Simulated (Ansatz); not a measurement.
Ansatz results at the PBE0-D4/def2-TZVP geometry: LUMO energy (PBE/def2-TZVPP) -2.89 eV; HOMO–LUMO gap (ωB97M-V/def2-TZVPP) 7.78 eV; LUMO energy (ωB97M-V/def2-TZVPP) -0.52 eV.

Each molecule was computed in one conformer, which needn't be the lowest.

**Question.** Which molecule gave them?
A. `C=C=C[CH2][GeH3]`
B. `FBOC[SiH3]`
C. `CO[CH2][GaH][ZnH]`
D. `BO[SiH2]C`

**Answer.** C. The others give `BO[SiH2]C`: -1.53, 12.01, 1.32; `C=C=C[CH2][GeH3]`: -0.82, 11.13, 2.02; `FBOC[SiH3]`: -0.69, 12.70, 1.89.
